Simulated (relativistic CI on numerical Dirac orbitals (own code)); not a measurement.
Hyperfine structure of Hg56+, mass number 201

Method of calculation: Dirac-Coulomb-Breit CI, separate exchange-only KLI orbitals for each configuration, a model potential for QED, unscaled Slater integrals (own radial code, finite nucleus).

CI space (outside the closed core [Ne]): 3s2 3p6 3d6, 3s2 3p5 3d7, 3s2 3p4 3d8, 3s 3p6 3d7, 3p6 3d8, 3s 3p5 3d8, 3s2 3p6 3d5 4s, 3s2 3p6 3d5 4p, 3s2 3p4 3d7 4s, 3s2 3p6 3d5 4d, 3s2 3p5 3d6 4s, 3s2 3p6 3d5 4f, 3s2 3p6 3d4 4s2, 3s 3p6 3d6 4s, 3p6 3d7 4s, 3p6 3d7 4p. Levels of other configurations are missing.

Nuclear spin I = 3/2, μ = -0.558 μN, Q = 0.387 b (tables of Stone and Pyykkö). The electronic factors are computed for point nuclear moments, without core polarisation or the Bohr-Weisskopf and QED corrections.

```csv
Level,E (cm⁻¹),A (MHz),B (MHz)
3s2 3p6 3d6 5D_3,759117,-13090,1140
3s2 3p6 3d6 3H_6,838162,-27420,-34900
3s2 3p6 3d6 3G_5,839214,-24630,17700
3s2 3p6 3d6 3P_1,1052992,-12780,26300
```

Levels with J = 0, under 50 % of one LS term, or S terms without an open s electron are left out. Small factors come from cancelling terms and can be off by tens of per cent or more.

At this charge energies of transitions that change n are usually good to better than 1 %, and those within a shell (Δn = 0) to a few per cent.

Task: Give the hyperfine levels of 3s2 3p6 3d6 5D_3 relative to its centre of gravity.

Result: With K = F(F + 1) − I(I + 1) − J(J + 1), E = AK/2 + B[¾K(K + 1) − I(I + 1)J(J + 1)]/[2I(2I − 1)J(2J − 1)]: F = 3/2: 79240, F = 5/2: 45650, F = 7/2: -567.8, F = 9/2: -58630 MHz.

LS names give the leading component of a level, which can be under half, so a name can repeat, a term be missing and a line seem to break the LS rules.
